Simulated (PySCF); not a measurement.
SMILES C[Si](O)(O)[GeH3] (CH8GeO2Si) at its CAM-B3LYP/def2-SVP optimised geometry (Å):

```
13

Si    -0.2014    -1.1639     0.0000
C     -0.8367     0.5959     0.0000
O     -0.6531    -1.9915     1.3631
O      1.4667    -1.1639     0.0000
Ge    -1.0632    -2.4239    -1.8225
H     -0.5664     1.1258    -0.9274
H     -1.9343     0.6098     0.0836
H     -0.4251     1.1639     0.8498
H     -0.0904    -1.8933     2.1396
H      1.9343    -0.5012    -0.5174
H     -0.5230    -3.8623    -1.8115
H     -0.6549    -1.7888    -3.1671
H     -2.6004    -2.4914    -1.8050
```

Method: CAM-B3LYP/def2-TZVP (PySCF). Cells within 0.4 Å of a nucleus heavier than hydrogen are left out (blank, or x).

Map of the deformation density (molecule minus spherical neutral atoms) (e/bohr³) on the plane z = 0.0 Å:

```
|11111111111111111111111111111|
|11111111111111111111111111111|
|11111111111111111111111111111|
|11111111111111111111111111111|
|11111111111111111111111111111|
|11111111111111111111111111111|
|11111111111111111111111111111|
|11111111111111111111111111111|
|11111111111111111111111111111|
|11111111111111111111111111111|
|11111111221122111111111111111|
|11111013664xx1111111111111111|
|1111101698xxx1111111111111111|
|11111013555x73211111111111111|
|11111111223675211111100111111|
|11111111113565211111210111111|
|11111111111343101222321111111|
|1111111110011xx1354xx21111111|
|111111111000xxx146xxx21111111|
|1111111110001xx1243xx31111111|
|11111111100000001224421111111|
|11111111111110000112221111111|
|11111111111110000111111111111|
|11111111111111111111111111111|
|11111111111111111111111111111|
|11111111111111111111111111111|
|11111111111111111111111111111|
|11111111111111111111111111111|
|11111111111111111111111111111|
```
Scale: ten equal steps from -0.020 (start of '0') to 0.098 (end of '9'), in the order '0123456789'; x runs from -4.00 to 4.00, y from -4.00 (bottom) to 4.00 (top).
